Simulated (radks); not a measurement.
Values are calculated unless marked as measured or tabulated.
Neutral europium: order these configurations by energy. Level of theory: scalar-relativistic Kohn-Sham, BLYP, spin-polarised, spherical densities, finite nucleus; Fermi nuclear charge, rms radius of each element as measured or else 0.836 A^(1/3) + 0.57 fm (a radial shooting solver on a logarithmic mesh with Libxc functionals). Open shells are filled with parallel spins first. [Xe] 4f6 5d1 6s2; [Xe] 4f6 6s2 6p1; [Xe] 4f7 5d1 6s1; [Xe] 4f7 6s1 6p1; [Xe] 4f7 6s2.

Answer. From the lowest, in eV above it: [Xe] 4f7 6s2 0.000; [Xe] 4f7 5d1 6s1 1.573; [Xe] 4f7 6s1 6p1 2.029; [Xe] 4f6 5d1 6s2 4.453; [Xe] 4f6 6s2 6p1 6.613.
